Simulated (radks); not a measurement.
The numbers below are computed, except where a source is named.
Q: The silver ion Ag3+, configuration [Kr] 4d8. Code: a radial shooting solver on a logarithmic mesh with Libxc functionals. Model: Dirac Kohn-Sham, LDA (Slater exchange, Perdew-Wang correlation), spin-unpolarised, spherical densities, point nucleus; open shells fill j = l - 1/2 first.

Spin-orbit splittings of the eigenvalues, e(l+1/2) - e(l-1/2), with zeta = 2 splitting/(2l+1) and mean radii in bohr:

| shell | occ. | splitting (eV) | zeta (eV) | <r> j=l-1/2 | <r> j=l+1/2 |
|---|---|---|---|---|---|
| 2p | 6 | 175.1 | 116.7 | 0.1142 | 0.1192 |
| 3p | 6 | 30.91 | 20.60 | 0.3604 | 0.3714 |
| 3d | 10 | ? | ? | 0.3439 | 0.3474 |
| 4p | 6 | 5.290 | 3.527 | 0.9662 | 0.9960 |
| 4d | 8 | 0.6750 | 0.2700 | 1.243 | 1.256 |
| 5p | 0 | 0.6801 | 0.4534 | 2.640 | 2.705 |

Estimate the 3d splitting.

A: 6.232 eV (zeta = 2.493 eV).
